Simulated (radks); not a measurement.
All-electron atom: Rb I in [Kr] 4d1 (not the ground configuration).

Calculated with a radial shooting solver on a logarithmic mesh with Libxc functionals: scalar-relativistic Kohn-Sham, r2SCAN, spin-polarised, spherical densities, finite nucleus; open shells are filled with parallel spins first (spin-orbit coupling, left out, can overturn this in heavy ions); meta-GGA in the generalised Kohn-Sham scheme; Fermi nuclear charge, rms radius 4.2036 fm.

Energy parts (eV):
| part | energy |
|---|---|
| total | -81133.366 |
| kinetic | 83095.692 |
| electron-nucleus | -195466.991 |
| Hartree | 33988.076 |
| exchange-correlation | -2750.142 |

Orbitals (lengths in bohr, moments of r in powers of bohr; <r^-3> diverges for s and p1/2; r(max) is where P^2 peaks):
1s down: occ. 1; eigenvalue (eV) -15072.51; <r> 0.04030; r(max) 0.02629
1s up: occ. 1; eigenvalue (eV) -15072.50; <r> 0.04030; r(max) 0.02629
2s up: occ. 1; eigenvalue (eV) -2025.030; <r> 0.1777; r(max) 0.1494
2s down: occ. 1; eigenvalue (eV) -2025.025; <r> 0.1777; r(max) 0.1494
2p up: occ. 3; eigenvalue (eV) -1793.073; <r> 0.1551; r(max) 0.1197; <r^-3> 1644
2p down: occ. 3; eigenvalue (eV) -1793.070; <r> 0.1551; r(max) 0.1197; <r^-3> 1644
3s up: occ. 1; eigenvalue (eV) -306.4714; <r> 0.5094; r(max) 0.4502
3s down: occ. 1; eigenvalue (eV) -306.4704; <r> 0.5094; r(max) 0.4502
3p up: occ. 3; eigenvalue (eV) -231.2101; <r> 0.5180; r(max) 0.4462; <r^-3> 249.4
3p down: occ. 3; eigenvalue (eV) -231.2091; <r> 0.5180; r(max) 0.4462; <r^-3> 249.4
3d up: occ. 5; eigenvalue (eV) -107.2371; <r> 0.5252; r(max) 0.3946; <r^-3> 30.82
3d down: occ. 5; eigenvalue (eV) -107.2346; <r> 0.5252; r(max) 0.3946; <r^-3> 30.82
4s up: occ. 1; eigenvalue (eV) -34.5286; <r> 1.462; r(max) 1.263
4s down: occ. 1; eigenvalue (eV) -34.4957; <r> 1.461; r(max) 1.262
4p up: occ. 3; eigenvalue (eV) -18.0474; <r> 1.720; r(max) 1.428; <r^-3> 23.83
4p down: occ. 3; eigenvalue (eV) -17.9735; <r> 1.713; r(max) 1.427; <r^-3> 23.99
4d up: occ. 1; eigenvalue (eV) -0.6343; <r> 8.414; r(max) 7.199; <r^-3> 0.1227

The highest occupied level is 4d up at -0.634 eV. Summed over all electrons, <r^2> = 119.8 bohr^2, which gives a Langevin (diamagnetic) susceptibility term of -94.9 x 10^-6 cm^3/mol. The spin density at the nucleus is -0.09572 e/bohr^3 (1s 0.00453, 2s -0.01240, 3s 0.00436, 4s -0.09221). The electron density at the nucleus is 5.575e+04 e/bohr^3 (large components only). Spin moment in Bohr magnetons: 1. The density falls to 0.001 e/bohr^3 at r = 3.82 bohr.
